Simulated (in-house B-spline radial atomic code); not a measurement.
Configurations of the potassium ion K⁸⁺, with energies counted from [Ne] 3s1. Level of theory: scalar-relativistic (X2C) B97-1, spin-polarised, spherical fractional occupations, Fermi nucleus of rms radius 3.4349 fm; calculated with a B-spline radial code for spherical atoms. Caution: exact exchange at fractional occupations of open shells leaves self-interaction of up to several eV. Shells without spins written out take the highest spin.

Occupations are held fixed; configurations that lie above the ionisation limit could autoionise.

```tsv
configuration	E - E(ref) (eV)	highest orbital	its <r> (bohr)
[Ne] 4d1	103.43	4d up	2.191
[Ne] 4f1	107.78	4f up	2.001
[He] 2s2 2p5 3s1 4s1	386.29	4s up	2.004
[He] 2s1 2p6 3s1 4p1	461.94	4p up	2.083
[He] 2s1 2p6 3s1 4d1	471.76	4d up	2.125
[He] 2s1 2p6 3s1 4f1	476.66	4f up	1.92
```

Q: Order these further configurations by energy, lowest first.
A. [He] 2s(0 up, 1 down) 2p6 3s2
B. [He] 2s2 2p5 3s1 4d1
C. [Ne] 3p(0 up, 1 down)
D. [Ne] 3d1
E. [He] 2s2 2p(3 up, 2 down) 3s(1 up, 0 down) 3d(1 up, 0 down)

A: C (20.9 eV), D (48.338 eV), E (341.83 eV), A (363.97 eV), B (404.39 eV).

Q: How far above the reference does [He] 2s2 2p(3 up, 2 down) 3s(1 up, 0 down) 4p(0 up, 1 down) lie?

A: 395.12 eV; its least bound orbital is 4p down with <r> = 2.096 bohr.

Q: How far above the reference does [He] 2s2 2p5 3s1 4f1 lie?

A: 409.34 eV; its least bound orbital is 4f up with <r> = 1.921 bohr.
